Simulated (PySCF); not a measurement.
C4H7FO. Atoms are numbered in the order given.

```xyz
13

C      1.5235     0.5336     0.3905
C      0.0514     0.2123     0.4848
O     -0.4177    -0.0806     1.7695
C     -0.9313     0.8557    -0.4871
C     -0.5936    -0.6049    -0.5830
F      0.1690    -1.0216    -1.6370
H      1.8441     0.6382    -0.6550
H      2.1099    -0.2743     0.8553
H      1.7515     1.4749     0.9188
H     -0.4051     0.7402     2.2814
H     -0.5213     1.5095    -1.2621
H     -1.9239     1.1213    -0.1139
H     -1.3346    -1.3508    -0.2779
```

Geometry: B3LYP-D3(BJ)/def2-SVP. The structure was generated by enumeration; whether it is a known compound was not checked. The values are those of a single conformer.

All values below come from PySCF with TDDFT-CAM-B3LYP/def2-SVPD.

Vertical excitations. The molecule is in vacuum.

Computed lowest excited states:
```json
[
 {"state": "S1", "energy (eV)": "7.04", "λ (nm)": "176", "f": "0.010", "main pairs": "HOMO→LUMO 81 %"},
 {"state": "S2", "energy (eV)": "7.70", "λ (nm)": "161", "f": "0.042", "main pairs": "HOMO−1→LUMO 77 %"},
 {"state": "S3", "energy (eV)": "7.94", "λ (nm)": "156", "f": "0.008", "main pairs": "HOMO→LUMO+1 65 %"},
 {"state": "S4", "energy (eV)": "8.08", "λ (nm)": "154", "f": "0.007", "main pairs": "HOMO−1→LUMO+1 64 %"},
 {"state": "S5", "energy (eV)": "8.40", "λ (nm)": "148", "f": "0.011", "main pairs": "HOMO→LUMO+2 52 %, HOMO→LUMO+3 19 %"},
 {"state": "S6", "energy (eV)": "8.58", "λ (nm)": "145", "f": "0.002", "main pairs": "HOMO→LUMO+3 55 %, HOMO→LUMO+2 32 %"},
 {"state": "S7", "energy (eV)": "8.71", "λ (nm)": "142", "f": "0.065", "main pairs": "HOMO→LUMO+4 30 %, HOMO−1→LUMO+2 24 %, HOMO−2→LUMO 14 %, HOMO→LUMO+1 8 %"},
 {"state": "S8", "energy (eV)": "8.73", "λ (nm)": "142", "f": "0.011", "main pairs": "HOMO→LUMO+4 48 %, HOMO−1→LUMO+2 14 %, HOMO→LUMO+3 8 %"},
 {"state": "S9", "energy (eV)": "8.92", "λ (nm)": "139", "f": "0.004", "main pairs": "HOMO−1→LUMO+3 51 %, HOMO−1→LUMO+2 32 %"},
 {"state": "S10", "energy (eV)": "9.12", "λ (nm)": "136", "f": "0.022", "main pairs": "HOMO−1→LUMO+4 35 %, HOMO−1→LUMO+2 19 %, HOMO−2→LUMO 17 %, HOMO−1→LUMO+3 15 %"},
 {"state": "T1", "energy (eV)": "6.80", "λ (nm)": "182", "f": "0", "main pairs": "HOMO→LUMO 72 %"},
 {"state": "T2", "energy (eV)": "7.49", "λ (nm)": "166", "f": "0", "main pairs": "HOMO−1→LUMO 67 %, HOMO→LUMO 13 %"},
 {"state": "T3", "energy (eV)": "7.65", "λ (nm)": "162", "f": "0", "main pairs": "HOMO→LUMO+1 41 %, HOMO−1→LUMO+1 18 %, HOMO→LUMO+4 8 %"},
 {"state": "T4", "energy (eV)": "7.83", "λ (nm)": "158", "f": "0", "main pairs": "HOMO−1→LUMO+1 37 %, HOMO→LUMO+1 19 %, HOMO−1→LUMO+4 7 %, HOMO−1→LUMO+3 6 %"}
]
```
Triplets are in the Tamm–Dancoff approximation, which puts them higher than full response would, so one can lie above its singlet here.
